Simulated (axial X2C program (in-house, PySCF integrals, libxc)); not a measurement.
## Ionising TiS

All values come from calculations with an in-house relativistic program for diatomic molecules, spin-free (one-electron X2C) or two-component (2c: spin–orbit coupling with atomic mean-field Coulomb and Gaunt terms, which also bring small scalar terms), in Dyall basis sets with cores contracted in-house; open shells are unrestricted.

Basis sets: S dyall-av3z, Ti dyall-cv3z.

| Hamiltonian | level | TiS state | Re (Å) | ωe (cm⁻¹) | De (eV) |
| --- | --- | --- | --- | --- | --- |
| spin-free | PBE0 | M_S = 1, Λ = 2 | 2.069 | 585.5 | 4.91 |
| 2c | PBE0 | Ω = 1 | 2.069 | 585.3 | n/a |

Adiabatic ionisation energy (minimum to minimum, no zero-point term) and constants of TiS⁺:

| Hamiltonian | level | TiS⁺ state | IE (eV) | Re (Å) | ωe (cm⁻¹) | De (eV) | fragments |
| --- | --- | --- | --- | --- | --- | --- | --- |
| spin-free | PBE0 | M_S = 1/2, Λ = 2 | 7.18 | 2.023 | 623.1 | 4.18 | Ti+ + S |
| 2c | PBE0 | Ω = 3/2 | 7.18 | 2.023 | 623.2 | n/a | Ti+ + S |

Question: Add the zero-point terms to the ionisation energy at PBE0, 2c, and say whether the electron removed was bonding.

Answer: IE0 = IE + (ωe⁺ − ωe)/2 = 7.18 + (0.002) = 7.18 eV. Re changes by -0.046 Å, so the bond shortens, as on loss of an antibonding or a polarising non-bonding electron.

Each entry is the lowest single determinant of a limited PBE0 search at one distance. De goes to single-determinant-based atoms at the same level (for ions the charge split of lowest energy) and is withheld (n/a) where an atom does not fit its ground term or J level. Main or longest-lived isotopes. One determinant is a doubtful description, or other states lie close, for TiS, TiS⁺; these need not be ground states, and all values refer to the states named. With several unpaired electrons the Ω given is that of one determinant, not necessarily of the lowest component. The functionals have no current term, which raises determinants with orbital currents.
